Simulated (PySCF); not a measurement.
# Dipole response of Fe (iron, neutral)

[Ar] 3d6 4s2, high-spin 5D determinant. Computed with PySCF 2.14 in aug-cc-pVTZ with one added diffuse shell each of s, p, d, f, g type (9s8p6d4f3g, 118 functions), with no relativity, point nucleus. Coupled (time-dependent) response in atomic units; α is the mean over directions.

```
method  mean α (bohr³)         α xx, yy, zz  C₆ (like pair)  S(−4)
   M06           50.28  48.94, 48.94, 52.95           392.4   1493
```

S(−4) is the Cauchy moment in α(ω) = α(0) + S(−4) ω² + …

Reference α: 62 ± 4 bohr³ (recommended; Schwerdtfeger and Nagle, table of static dipole polarizabilities (2023 update)). Published C₆: 482.0 (Chu and Dalgarno (2004); Tang, Norbeck and Certain (1976)).

α(iu) at M06:

```json
{"u (hartree)": "0", "α(iu) (bohr³)": "50.28"}
{"u (hartree)": "0.0500", "α(iu) (bohr³)": "46.85"}
{"u (hartree)": "0.100", "α(iu) (bohr³)": "39.20"}
{"u (hartree)": "0.200", "α(iu) (bohr³)": "24.85"}
{"u (hartree)": "0.300", "α(iu) (bohr³)": "16.39"}
{"u (hartree)": "0.500", "α(iu) (bohr³)": "8.817"}
{"u (hartree)": "0.750", "α(iu) (bohr³)": "5.260"}
{"u (hartree)": "1.00", "α(iu) (bohr³)": "3.650"}
{"u (hartree)": "1.50", "α(iu) (bohr³)": "2.180"}
{"u (hartree)": "2.00", "α(iu) (bohr³)": "1.500"}
{"u (hartree)": "3.00", "α(iu) (bohr³)": "0.8638"}
{"u (hartree)": "5.00", "α(iu) (bohr³)": "0.4053"}
```

The components differ because the open shell of this determinant is not spherical; for a pure term their mean is the scalar polarisability.
